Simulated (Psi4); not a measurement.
## How methods differ on CH5GeNO (SMILES C[O][Ge][NH2])

CH5GeNO: 9 atoms, total charge 0, spin state singlet. SMILES: `C[O][Ge][NH2]`. Geometry: optimised at PBE0/def2-TZVP. This is one conformer, not always the lowest.

```jsonl
{"atom": "C", "x (Å)": "0.2169", "y (Å)": "0.7916", "z (Å)": "-1.0382"}
{"atom": "O", "x (Å)": "1.1998", "y (Å)": "-0.1510", "z (Å)": "-0.7082"}
{"atom": "Ge", "x (Å)": "1.1928", "y (Å)": "-1.2366", "z (Å)": "0.7180"}
{"atom": "N", "x (Å)": "-0.3821", "y (Å)": "-0.7141", "z (Å)": "1.4844"}
{"atom": "H", "x (Å)": "0.5089", "y (Å)": "1.2925", "z (Å)": "-1.9651"}
{"atom": "H", "x (Å)": "-0.7630", "y (Å)": "0.3250", "z (Å)": "-1.2036"}
{"atom": "H", "x (Å)": "0.1056", "y (Å)": "1.5601", "z (Å)": "-0.2623"}
{"atom": "H", "x (Å)": "-1.0180", "y (Å)": "-0.0082", "z (Å)": "1.1469"}
{"atom": "H", "x (Å)": "-0.7058", "y (Å)": "-1.1393", "z (Å)": "2.3386"}
```

Quantity: the dipole moment, in D. The values are calculated.

```tsv
level	kind	program	value (D)	CPU time
PBE-D4/def2-TZVPP (density fitting)	GGA	Psi4	2.26	45 s
r2SCAN-D4/def2-TZVPP (density fitting)	meta-GGA	Psi4	2.34	97 s
B3LYP-D4/def2-TZVPP (density fitting)	global hybrid	Psi4	2.21	46 s
PBE0-D4/def2-TZVPP (density fitting)	global hybrid	Psi4	2.27	55 s
wB97M-V/def2-TZVPP (density fitting)	range-separated hybrid	Psi4	2.19	2 min
```

All-electron rows without a relativistic Hamiltonian named are non-relativistic. The values span 2.19 to 2.34 D. Magnitudes only. Times are those of the runs behind each value, whatever else they computed, on shared processors of several kinds: orders of magnitude only.
